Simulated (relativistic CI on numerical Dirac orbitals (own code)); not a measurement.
**Forbidden transitions in Pr XLI**

Method of calculation: Dirac-Coulomb-Breit CI, separate exchange-only KLI orbitals for each configuration, model QED (radiative potential, 1s self-energy scaled to tabulated hydrogen-like ionisation energies), unscaled Slater integrals (own radial code, finite nucleus).

Configuration list (outside the closed core [Ne]): 3s2 3p6 3d, 3s2 3p5 3d2, 3s 3p6 3d2, 3s2 3p6 4s, 3s2 3p6 4p, 3s2 3p6 4d, 3s2 3p5 3d 4s, 3s2 3p6 4f, 3s2 3p5 3d 4p, 3s2 3p5 3d 4d, 3s 3p6 3d 4s, 3p6 3d2 4p, 3s2 3p5 3d 4f, 3s 3p6 3d 4p, 3s 3p6 3d 4d, 3s2 3p6 5s, 3s2 3p6 5p, 3s 3p6 3d 4f, 3s2 3p6 5d, 3s2 3p6 5f, 3s2 3p6 5g, 3p6 3d3, 3p5 3d4, 3p5 3d3 4s, 3p6 3d2 4s, 3p5 3d2 4s2, 3p6 3d2 4d, 3p5 3d3 4d, 3p5 3d2 4s 4d. Double excitations out of closed p, d and f shells are left out; levels of such configurations are missing from the list, as are those of other unlisted configurations, and high levels can miss mixing partners. These lack a partner that the ground configuration has and come out too high: 3s2 3p5 3d 4p, 3s2 3p5 3d 4f.

```tsv
λ vac (Å)	Lower	Upper	Type	A (s⁻¹)	log gf
9.0071	3s2 3p5 3d2 2G°_9/2 [18]	3s2 3p5 3d 4d 4G°_11/2 [397]	E2	2.33e+09	-3.47
9.0147	3s2 3p6 3d 2D_3/2 [1]	3s2 3p6 4d 2D_3/2 [262]	E2	7.08e+09	-3.46
9.0339	3s2 3p5 3d2 4G°_11/2 [13]	3s2 3p5 3d 4d 4H°_13/2 [372]	E2	2.91e+09	-3.30
9.0619	3s2 3p5 3d2 4G°_7/2 [6]	3s2 3p5 3d 4d 2H°_9/2 [339]	E2	4.03e+09	-3.30
9.0627	3s2 3p5 3d2 2H°_11/2 [20]	3s2 3p5 3d 4d 4G°_11/2 [397]	E2	2.80e+09	-3.38
9.0979	3s2 3p5 3d2 2G°_9/2 [23]	3s2 3p5 3d 4d 2G°_9/2 [399]	E2	3.38e+09	-3.38
9.1004	3s2 3p5 3d2 4G°_9/2 [9]	3s2 3p5 3d 4d 4H°_11/2 [353]	E2	2.71e+09	-3.39
9.1065	3s2 3p5 3d2 4G°_9/2 [9]	3s2 3p5 3d 4d 2G°_9/2 [352]	E2	2.39e+09	-3.53
9.1213	3s2 3p6 3d 2D_5/2 [2]	3s2 3p6 4d 2D_5/2 [270]	E2	7.97e+09	-3.22
9.1491	3s2 3p5 3d2 4G°_11/2 [13]	3s2 3p5 3d 4d 4H°_11/2 [353]	E2	2.11e+09	-3.50
9.1552	3s2 3p5 3d2 4G°_11/2 [13]	3s2 3p5 3d 4d 2G°_9/2 [352]	E2	2.68e+09	-3.47
9.1670	3s2 3p5 3d2 2G°_9/2 [23]	3s2 3p5 3d 4d 4G°_11/2 [389]	E2	2.00e+09	-3.52
9.1701	3s2 3p5 3d2 2H°_11/2 [20]	3s2 3p5 3d 4d 4F°_9/2 [374]	E2	4.09e+09	-3.29
9.1751	3s2 3p5 3d2 2H°_11/2 [20]	3s2 3p5 3d 4d 4H°_13/2 [372]	E2	2.48e+09	-3.36
9.2205	3s2 3p5 3d2 2F°_7/2 [16]	3s2 3p5 3d 4d 2G°_9/2 [352]	E2	1.86e+09	-3.63
9.2311	3s2 3p5 3d2 2F°_7/2 [24]	3s2 3p5 3d 4d 4F°_9/2 [374]	E2	1.79e+09	-3.64
10.368	3s2 3p5 3d2 4D°_3/2 [4]	3s2 3p5 3d 4s 4F°_7/2 [267]	E2	4.29e+08	-4.26
10.391	3s2 3p5 3d2 4D°_5/2 [8]	3s2 3p5 3d 4s 4F°_9/2 [275]	E2	5.50e+08	-4.05
10.409	3s2 3p6 3d 2D_3/2 [1]	3s2 3p6 4s 2S_1/2 [112]	E2	4.29e+09	-3.86
10.413	3s2 3p5 3d2 4F°_5/2 [5]	3s2 3p5 3d 4s 4F°_7/2 [267]	E2	1.01e+09	-3.88
10.424	3s2 3p5 3d2 4G°_9/2 [9]	3s2 3p5 3d 4s 4F°_9/2 [275]	E2	1.16e+09	-3.72
10.434	3s2 3p5 3d2 4D°_7/2 [10]	3s2 3p5 3d 4s 4F°_9/2 [275]	E2	1.13e+09	-3.73
10.439	3s2 3p5 3d2 4G°_7/2 [6]	3s2 3p5 3d 4s 4F°_7/2 [267]	E2	1.71e+09	-3.65
10.488	3s2 3p5 3d2 4G°_11/2 [13]	3s2 3p5 3d 4s 4F°_9/2 [275]	E2	1.89e+09	-3.51
10.565	3s2 3p5 3d2 4P°_3/2 [7]	3s2 3p5 3d 4s 4F°_7/2 [267]	E2	5.81e+08	-4.11
10.603	3s2 3p5 3d2 4G°_9/2 [9]	3s2 3p5 3d 4s 4F°_7/2 [267]	E2	1.02e+09	-3.86
10.643	3s2 3p6 3d 2D_5/2 [2]	3s2 3p6 4s 2S_1/2 [112]	E2	6.48e+09	-3.66
10.669	3s2 3p5 3d2 4G°_11/2 [13]	3s2 3p5 3d 4s 4F°_7/2 [267]	E2	2.50e+09	-3.47
10.679	3s2 3p5 3d2 2H°_11/2 [20]	3s2 3p5 3d 4s 4F°_9/2 [275]	E2	1.60e+09	-3.56
10.686	3s2 3p5 3d2 2G°_7/2 [14]	3s2 3p5 3d 4s 4F°_7/2 [267]	E2	6.60e+08	-4.04
```

Terms are leading LS components. Brackets give the number of a level in order of energy, since labels repeat. The list gives strong lines, with weight on those to low levels, among the lowest 400 of 2758 levels, so that lines to higher ones, which can be the strongest, are missing. Levels whose partners in the same complex of configurations lie outside the list can be far off, and so can their lines. Rates are taken at the computed energies, electric ones in the length gauge.

At this charge energies of transitions that change n are usually good to better than 1 %, and those within a shell (Δn = 0) to a few per cent.

LS names give the leading component of a level, which can be under half, so a name can repeat, a term be missing and a line seem to break the LS rules.
